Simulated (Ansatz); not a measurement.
The cluster HgI₂. Total charge 0; triplet. Geometry PBE0-D4/def2-TZVP, that of the charge +1 doublet.

```csv
atom,x (Å),y (Å),z (Å)
Hg1,0.000,0.000,0.000
I2,-0.302,-1.677,-1.931
I3,0.302,1.677,1.931
```

In the def2 sets Hg, I take a core potential; there is no spin–orbit coupling. At PBE-D4/def2-TZVP the gap within one spin of the charge 0 triplet nearly closes, so an electron or hole may be smeared out by delocalisation error. At PBE0-D4/def2-TZVP a singlet of charge 0 lies 3.58 eV below the triplet at the same geometry. The structure comes from a short search, and lower isomers may exist.

Question: Estimate the α-spin orbital energies around the gap (eV) in Ansatz with PBE-D4/def2-TZVP, r2SCAN-D4/def2-TZVP, PBE0-D4/def2-TZVP.

Answer: 
```
orbital  PBE-D4/def2-TZVP  r2SCAN-D4/def2-TZVP  PBE0-D4/def2-TZVP
 HOMO−5             -8.16                -8.45              -9.41
 HOMO−4             -7.76                -8.16              -9.01
 HOMO−3             -7.36                -7.76              -8.60
 HOMO−2             -7.26                -7.57              -8.44
 HOMO−1             -6.85                -7.15              -8.01
   HOMO             -3.46                -3.60              -4.17
   LUMO             -1.51                -1.33              -0.91
 LUMO+1             -1.37                -1.19              -0.77
 LUMO+2              0.30                 1.01               0.90
 LUMO+3              1.34                 1.97               2.02
 LUMO+4              2.14                 2.73               2.75
 LUMO+5              2.26                 2.80               2.87
 β HOMO             -6.60                -6.87              -7.43
 β LUMO             -6.60                -6.66              -6.24
```
